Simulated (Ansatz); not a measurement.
Consider the homolysis of the N–Si bond: `CO[SiH2]N[SiH2]F` → `CO[SiH2][NH]`• + `F[SiH2]`•.

Isolated molecules relaxed with PBE0-D4/def2-TZVP in Ansatz; ΔE leaves out vibrations. CBS: MP2 limit from def2 TZ/QZ plus the TZ coupled-cluster correction, frozen cores. This one scheme is used for every species. DFT in def2-TZVPP. B3LYP here is the variant with VWN-RPA as its local correlation; programs differ in this. No spin–orbit coupling; open shells (•) take unrestricted orbitals. Each species was taken in one conformer, which may not be the lowest.

| level | ΔE (kJ/mol) | difference from CCSD(T)/CBS |
| --- | --- | --- |
| r2SCAN-D4 | 483.6 | -39.7 |
| ωB97X-V | 512.3 | -11.0 |
| ωB97M-V | 518.7 | -4.6 |
| B2PLYP | 498.5 | -24.8 |
| PBE | 477.1 | -46.2 |
| r2SCAN | 480.9 | -42.4 |
| PBE0 | 487.1 | -36.2 |
| B3LYP | 475.8 | -47.5 |
| HF/def2-TZVPP | 395.5 | -127.8 |
| MP2/def2-TZVPP | 537.1 | 13.8 |
| SCS-MP2/def2-TZVPP | 526.5 | 3.2 |
| HF/def2-QZVPP | 396.0 | -127.3 |
| MP2/def2-QZVPP | 545.0 | 21.7 |
| HF/CBS(def2) | 396.0 | -127.3 |
| MP2/CBS(def2) | 550.6 | 27.3 |
| CCSD/CBS(def2) | 515.0 | -8.3 |
| CCSD(T)/CBS | 523.3 | 0 |

Largest T1 diagnostic among the species: 0.014.

From PBE to PBE0 (25 % exact exchange), in def2-TZVPP and without D4, ΔE moves by +9.9 kJ/mol. The D4 term adds +15.0 kJ/mol with B3LYP and +8.3 kJ/mol with PBE0; it sums over pairs of atoms, weighted by their polarisabilities, and B3LYP, whose exchange is more repulsive, gets the larger term.
